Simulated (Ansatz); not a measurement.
Isolated molecules relaxed with PBE0-D4/def2-TZVP in Ansatz; ΔE leaves out vibrations. CCSD(T)/CBS is the MP2 limit (def2-TZVPP, def2-QZVPP) plus CCSD(T) − MP2 in def2-TZVPP, frozen cores. DFT in def2-TZVPP. For As outer-core shells are correlated without core-valence functions, which leaves a few kJ/mol of doubt a bond. Scalar relativity is left out up to krypton. One conformer a species, not always the lowest.

Reaction (redistribution): `OC[AsH2]` + `CSBCl` → `CS[AsH2]` + `OCBCl`

`OC[AsH2]`:

Cartesian coordinates in Å:
```
O -1.357 0.948 -0.048
C -0.410 0.034 -0.538
As 0.413 -1.031 0.942
H -0.896 1.641 0.433
H 0.367 0.518 -1.137
H -0.948 -0.668 -1.175
H 1.276 0.128 1.437
H 1.556 -1.569 0.086
```

`CSBCl`:

Z-matrix (Å, degrees):
```
C
S 1 1.810
H 1 1.088 2 110.2
H 1 1.089 2 109.0 3 120.4
H 1 1.089 2 109.0 3 -120.4
B 2 1.766 1 103.2 3 -0.0
Cl 6 1.749 2 119.0 1 -180.0
H 6 1.191 2 121.7 1 0.0
```

`CS[AsH2]`:

Cartesian coordinates in Å:
```
C 0.286 1.362 0.292
S -0.073 0.172 -1.023
As -0.287 -1.673 0.218
H 1.205 1.110 0.821
H -0.541 1.440 0.997
H 0.418 2.326 -0.202
H -1.573 -2.166 -0.433
H 0.565 -2.571 -0.670
```

`OCBCl`:

Cartesian coordinates in Å:
```
O -1.569 -0.120 -0.153
C -0.378 0.155 0.538
B 0.977 -0.023 -0.193
Cl 1.011 -0.549 -1.861
H -1.344 -0.387 -1.049
H -0.324 -0.459 1.454
H -0.392 1.191 0.919
H 2.019 0.191 0.344
```

Is it downhill or uphill in electronic energy at CCSD(T)/CBS, and by how much? (Estimate.)

Computed: Uphill: ΔE = +6.9 kcal/mol.

What do these levels give: PBE-D4, PBE0-D4, BHLYP-D4, RPA@PBE/def2-TZVPP, SCS-MP2/def2-TZVPP, CCSD(T)/def2-TZVPP? (Best estimate.)

Ansatz gave: PBE-D4 6.8, PBE0-D4 6.1, BHLYP-D4 4.9, RPA@PBE/def2-TZVPP 8.8, SCS-MP2/def2-TZVPP 7.9, CCSD(T)/def2-TZVPP 8.0 kcal/mol.

Largest T1 diagnostic among the species: 0.013.

From BLYP to BHLYP (50 % exact exchange), in def2-TZVPP and without D4, ΔE moves by −1.4 kcal/mol. In def2-TZVPP, CCSD(T) changes the Hartree–Fock value by +3.6 kcal/mol (the triples alone add +0.7 kcal/mol) and MP2 by +4.0 kcal/mol. At CCSD(T), def2-SVP lies +3.1 kcal/mol from the extrapolated value and def2-TZVPP +1.1 kcal/mol.
